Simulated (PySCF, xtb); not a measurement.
F2H5NSi2, SMILES F[SiH2]N[SiH2]F. One conformer was computed; it need not be the lowest.

Harmonic wavenumbers (cm⁻¹) from GFN2-xTB (xtb) at its own minimum, in rising order: 22, 55, 115, 194, 296, 304, 528, 546, 554, 571, 673, 727, 750, 777, 792, 817, 848, 1003, 1196, 2308, 2325, 2342, 2355, 3485.

Task: What does PBE-D3(BJ)/def2-SVP run with PySCF give at its own minimum? (The exact figures need the calculation; the answer reports its results.)

Result: 54, 54, 183, 238, 307, 441, 579, 586, 735, 771, 812, 833, 847, 882, 912, 928, 941, 953, 1162, 2200, 2203, 2214, 2222, 3500. Paired by order, the mean absolute difference is 89 cm⁻¹ and the zero-point energies are 33.7 and 35.1 kcal/mol.
